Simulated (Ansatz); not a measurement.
`C[S][Ga]([Cl])[Cl]` + HBr → `[Cl][Ga]([Cl])[Br]` + CH₃SH at 700 K and 1 bar (ligand exchange at a Ga–S bond).

Program: Ansatz. Geometries: PBE0-D4/def2-TZVP. ΔE: electronic, gas phase. CBS: MP2 limit from def2 TZ/QZ plus the TZ coupled-cluster correction, frozen cores. This one scheme is used for every species. For Br, Ga outer-core shells are correlated without core-valence functions, which leaves a few kJ/mol of doubt a bond. Scalar relativity is left out up to krypton. One conformer a species, not always the lowest.

| species | CCSD(T)/CBS energy (Eh) | H − E (kJ/mol) | S (J/(mol·K)) |
| --- | --- | --- | --- |
| `C[S][Ga]([Cl])[Cl]` | -3281.27922 | 184.2 | 499.4 |
| HBr | -2573.91920 | 36.5 | 223.7 |
| `[Cl][Ga]([Cl])[Br]` | -5416.98025 | 59.3 | 414.3 |
| CH₃SH | -438.22835 | 160.2 | 309.0 |

H − E and S are ideal-gas, rigid-rotor, harmonic terms from PBE0-D4/def2-TZVP, for one conformer and one mirror image of each species. 1 Eh = 2625.50 kJ/mol, R = 8.31446 J/(mol·K).

By hand: ΔE, ΔH, ΔS and ΔG.

ΔE = (-5416.98025) + (-438.22835) − (-3281.27922) − (-2573.91920) = -0.01018 Eh = -26.7 kJ/mol. Δ(H − E) = 59.3 + 160.2 − 184.2 − 36.5 = -1.2, so ΔH = -27.9 kJ/mol. ΔS = 414.3 + 309.0 − 499.4 − 223.7 = 0.2 J/(mol·K). ΔG = -27.9 − 700 × (0.2)/1000 = -28.0 kJ/mol.

By hand: the equilibrium constant, and the temperature at which ΔG would vanish if ΔH and ΔS stayed fixed.

log₁₀ K = −ΔG/(RT ln 10) = 2.1. ΔH and −TΔS have one sign here, so there is no such temperature. One of them is within its doubt of zero, so this could turn.

The number of gas molecules stays the same, so ΔS is small and ΔH decides. A doubt of 5 kJ/mol in ΔE shifts log₁₀ K by 0.4 here. Other conformers and mirror images would add mixing entropy, several J/(mol·K) or more a flexible species. Modes under 60 cm⁻¹, often nearly free rotors, make the harmonic entropy too high. These are equilibria of isolated gas molecules and say nothing of rates. Largest T1 diagnostic: 0.011 (customary marks: 0.02 for closed shells, 0.045 for open ones).
